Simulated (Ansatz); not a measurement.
`C[N]([GeH3])[SiH](O)F` + `N[SiH2]F` → `O[SiH](F)N[SiH2]F` + `C[NH][GeH3]`  (ligand exchange at the Si–N bond)

Computed with Ansatz on PBE0-D4/def2-TZVP structures; ΔE is electronic, products minus reactants. CBS: MP2 limit from def2 TZ/QZ plus the TZ coupled-cluster correction, frozen cores. For Ge outer-core shells are correlated without core-valence functions, which leaves a few kJ/mol of doubt a bond. Scalar relativity is left out up to krypton. One conformer a species, not always the lowest.

| level | ΔE (kJ/mol) |
| --- | --- |
| SCS-MP2/def2-QZVPP | 9.8 |
| MP2/CBS(def2) | 11.9 |

(1) What does CCSD(T)/CBS give? (Estimate.)

Largest T1 diagnostic among the species: 0.012.

Answers

(1) Computed: +9.9 kJ/mol. The listed levels differ from it by -0.1, 2.0 kJ/mol.

In def2-TZVPP, CCSD(T) changes the Hartree–Fock value by +9.2 kJ/mol (the triples alone add +1.2 kJ/mol) and MP2 by +11.2 kJ/mol. The D4 term adds +5.4 kJ/mol with B3LYP and +3.0 kJ/mol with PBE0; it sums over pairs of atoms, weighted by their polarisabilities, and B3LYP, whose exchange is more repulsive, gets the larger term.

B3LYP here is the variant with VWN-RPA as its local correlation; programs differ in this.
